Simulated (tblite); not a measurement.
tetrasilane (H10Si4), singlet, at a GFN2-xTB geometry; GFN1-xTB with ALPB(water) (tblite).

tblite was given this input:
```
$ tblite run mol.xyz --method gfn1 --charge 0 --spin 0 --alpb water --json tblite.json --no-restart

# file mol.xyz
14

Si     2.12583184    -0.97992047     0.95213831
Si     1.08981859     0.98375056     0.30426897
Si    -0.75044984     0.70364371    -1.09076116
Si    -2.44442748    -0.60418660    -0.21378814
H      3.28463556    -0.80359186     1.82955270
H      1.19310244    -1.85202856     1.67198931
H      2.60001803    -1.74488376    -0.20450490
H      2.07880162     1.89236712    -0.29930356
H      0.65736030     1.72312849     1.50366285
H     -0.28813097     0.11273720    -2.35935737
H     -1.29524875     2.00357968    -1.51659198
H     -2.96034576    -0.04672178     1.03956982
H     -3.60309509    -0.77983848    -1.09151795
H     -1.95792107    -1.95076868     0.10048935
```

It wrote (shortened):

```
xTB calculator
 | screened Coulomb repulsion
 | Coulomb electrostatics
 |  * isotropic Klopman-Ohno-Mataga-Nishimoto electrostatics
 |  * onsite third-order electrostatics
 | DFT-D3(BJ) dispersion correction
 | Interactions (3)
 | [1] alpb/gbsa reaction field model
 | [2] cds contribution to solvation
 | [3] empirical free energy shift and standard state/solvent correction

halogen bonding energy    0.0000000000000E+00 Eh
repulsion energy          1.1749901825168E-01 Eh
dispersion energy        -5.9671941135437E-03 Eh
interaction energy        1.0491414888374E-03 Eh
number of electrons       2.6000000000000E+01 e
integral cutoff           2.8146159136829E+01 bohr

------------------------------------------------------------
  cycle        total energy    energy error   density error
------------------------------------------------------------
      1     -12.74498639613  -1.2857567E+01   3.0141533E-01
      2     -12.76999649015  -2.5010094E-02   1.6941063E-01
      3     -12.77134267844  -1.3461883E-03   3.2407996E-02
      4     -12.77216973327  -8.2705483E-04   4.8744410E-03
      5     -12.77222084372  -5.1110447E-05   1.8310897E-03
      6     -12.77222218131  -1.3375954E-06   5.6506988E-04
      7     -12.77222298674  -8.0542576E-07   8.3310859E-05
      8     -12.77222299609  -9.3494776E-09   4.3404916E-06
------------------------------------------------------------

electronic energy        -1.2884803961716E+01 Eh
total energy             -1.2772222996089E+01 Eh

Post processing:
 | Mayer-Wiberg bond orders

[Info] JSON dump of results written to 'tblite.json'
```
